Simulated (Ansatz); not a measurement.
Cartesian coordinates in Å:
```
C 2.419 -1.040 -0.258
O 1.186 -0.776 0.376
Si 0.057 0.247 -0.164
Cl -0.504 -0.250 -2.082
O -1.193 0.090 0.849
C -2.439 0.737 0.711
H 3.017 -0.130 -0.367
H 2.265 -1.483 -1.247
H 2.969 -1.747 0.364
H 0.548 1.641 -0.241
H -3.050 0.473 1.574
H -2.325 1.826 0.684
H -2.952 0.412 -0.199
```

Charge 0, multiplicity 1.

Q: List the ωB97M-V/def2-TZVPP orbital energies in eV (Ansatz 0.2.0). (Estimate.)

A: Ansatz gave: Occupied: -2771.76, -1808.46, -526.35, -526.35, -282.96, -282.96, -262.17, -199.63, -199.53, -199.52, -149.32, -103.49, -103.43, -103.41, -31.79, -31.27, -25.70, -22.60, -21.91, -17.99, -16.39, -15.92, -15.77, -15.46, -14.90, -14.66, -13.26, -12.07, -11.91, -11.49, -11.29, -11.00, -10.98. Lowest empty: 2.52, 2.99, 3.17, 3.44, 3.87, 4.54, 4.77, 4.85.
